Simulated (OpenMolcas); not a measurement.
Pt2+: effect of the IPEA shift

```
Program             : OpenMolcas
Basis               : ANO-RCC-VTZP [8s7p5d3f1g]
Scalar Hamiltonian  : DKH2, point nucleus
Active space        : 8 electrons in 10 orbitals (5d 6d)
State averaging     : 2S+1 = 3 even, 10 roots; 2S+1 = 1 even, 15 roots
Spin-orbit coupling : RASSI with atomic mean-field integrals over the reference wave functions, term energies averaged over their components
```

Methods on the same reference wave functions:
A. CASSCF
B. SS-CASPT2, IPEA 0 Eh, imaginary shift 0.1 Eh (closed shells correlated: 5s 5p)
C. SS-CASPT2, IPEA 0.25 Eh, imaginary shift 0.1 Eh (closed shells correlated: 5s 5p)

Energies in cm⁻¹ above 5d⁸ ³F₄, the measured ground level; measured values from NIST levels as listed in McCann et al., Mon. Not. R. Astron. Soc. 538, 537 (2025).

| Level | A | B | C | Measured |
| --- | --- | --- | --- | --- |
| 5d⁸ ³F₄ | 0.0 | 0.0 | 0.0 | 0.0 |
| 5d⁸ ³F₃ | 9874 | 9970 | 9980 | 9752 |
| 5d⁸ ³P₂ [51 %] | 17362 | 15430 | 15620 |  |
| 5d⁸ ³P₀ | 20393 | 16340 | 16620 | 14939 |
| 5d⁸ ³P₁ | 22595 | 18850 | 19200 | 16782 |
| 5d⁸ ¹G₄ | 25622 | 23270 | 22970 | 21331 |
| 5d⁸ ¹S₀ | 54771 | 49100 | 49040 |  |

Deviations, from unrounded energies. A percentage is the sum of absolute deviations over the sum of measured energies, with the sign that they share, or ± where signs differ.

```
                        Against measurement  Levels      A      B      C
             mean absolute deviation (cm-1)       4   3900   1400   1500
      fine structure of the ground term (%)       1   +1.3   +2.2   +2.4
other terms of the ground configuration (%)       3  +29.3  +10.2  +10.8
```

B lies closest to measurement on these levels and A furthest from it. The largest miss of B in the table is 5d⁸ ³P₁, by +2100 cm-1. The ranking rests on the paired levels alone, and a cruder setting can come out closer through cancelling errors.

Between B and C the level of the table that moves most is 5d⁸ ³P₁, by 350 cm-1 (lowest in B, highest in C). Moves below CASPT2's spread within the term are not significant.

The mean deviations of B to C differ by less than CASPT2's widest spread within a term (1300 cm-1), so their order carries little weight.

From A to B the spin-free energies of the other terms of 5d⁸ shown, above ³F, scale by factors of 0.70 to 0.86.

The lowest spin-free term lies below A's lowest term by 0.400 hartree in B, 0.393 hartree in C.

CASPT2 breaks the degeneracy within a term, and the mean is taken; among the terms shown or strongly mixed into the levels shown the widest spread is 1300 cm-1 (5d⁸ ¹G, B). Active for correlation alone: 6d; no level in the range computed is led by a configuration that fills it, so any true level of that kind is missing. Without dynamic correlation excited terms often stand tens of per cent too high (terms of higher spin than the ground term too low), and those without a measured partner can miss by more than the paired ones (holds for A). Computed and measured levels are paired by configuration, term and J; levels that our copy of the source lacks, or whose pairing is in doubt (as where it misses far off the trend of its configuration), stay unpaired and out of the deviations. Only configurations of the active space appear. Levels that lie high or do not pair safely by name in every column are left out.

A share in square brackets marks a mixed level and gives the weight of the term that names it, the lowest over the columns.
